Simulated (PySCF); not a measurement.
Sn(Me)(Cl)3 (CH3Cl3Sn), SMILES [Cl][Sn]([Cl])([CH3])[Cl].

Geometry: B3LYP-D3(BJ)/def2-SVP. The isomer is the one that the SMILES or the coordinates give; other isomers of the formula were not compared. The def2 effective core potentials stand for the cores of Sn; spin–orbit coupling is left out.

Method: IEF-PCM-B3LYP/def2-SVP (PySCF).

The values are the electrostatic part of the solvation free energy, E(continuum) − E(gas) at the gas-phase geometry, in a cavity of scaled van der Waals radii (PySCF's table); cavitation and dispersion terms are not included. A continuum can't describe solvent molecules that bind to the metal. In vacuum the orbital gap is 6.11 eV. The dipole moment in vacuum is 3.46 D.

Question: Estimate the values in water (ε = 78.36), ethylethanoate (ε = 5.99), methanol (ε = 32.61). (Estimate from the structure and the level; the computed values follow.)

Answer: 
```csv
solvent,ε,ΔG(elec) (kcal/mol),dipole (D),gap (eV)
water,78.36,-4.9,4.60,6.11
ethylethanoate,5.99,-3.8,4.33,6.12
methanol,32.61,-4.8,4.56,6.11
```
